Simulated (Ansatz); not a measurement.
Which method gave which barrier?

Saddle point of SiNH6SF, closed shell (SiNH₄F ([NH2][SiH2][F]) + H₂S → SiNH₅S ([NH2][SiH2][SH]) + HF; bonds formed: Si1–S7, F2–H6; bonds broken: Si1–F2, H6–S7), PBE0-D4/def2-TZVP structure:

```xyz
10
angstrom
Si -0.4827 0.4694 -0.1102
F -0.2724 -1.1890 -1.0625
H -1.5132 0.8174 -1.1141
H -0.2158 1.7699 0.5880
N -0.6776 -0.4896 1.2737
H 0.8237 -0.6793 -1.4448
S 1.5875 0.6252 -1.3229
H -0.8437 -1.4804 1.2523
H -0.7032 -0.0798 2.1904
H 2.2974 0.2362 -0.2499
```

Ansatz 0.2.0; basis: def2-TZVPP, with def2-QZVPP for the basis limit; cores frozen in the correlated methods. Extrapolation: Hartree–Fock as exp(−7.88 √X), correlation as X^−2.97. Four methods, as single points on the PBE0-D4 structures, gave these electronic barriers from the start structure: 22.61, 35.88, 46.48, 62.89 kcal/mol.

**Question.** The methods were, in alphabetical order, BHLYP-D4, HF, PBE0-D4, SPW92. Which gave which? (A judgement: the text doesn't fix the answer.)

**Answer.** By the calculation: SPW92 22.61; PBE0-D4 35.88; BHLYP-D4 46.48; HF 62.89 kcal/mol. For comparison, CCSD(T) at an estimated basis limit (MP2 extrapolated from triple and quadruple zeta, plus CCSD(T) − MP2 in triple zeta) gives 42.23 kcal/mol.

The T1 diagnostic stays at or below 0.013. The start structure is not quite a true minimum (one mode of 30i cm⁻¹).

Labels in which every atom is bracketed show which atoms are joined, not bond orders.

For scale, one of the runs: CCSD(T)/def2-TZVPP, 230 basis functions, launched by `ansatz run in.yaml --threads 4 --pin off --events-out ev --progress --plain --max-ram 9574MiB`. Hardware: 4 CPU threads of an AMD EPYC 7R43, shared host. Wall time 64 s; peak host memory 3.8 GiB.
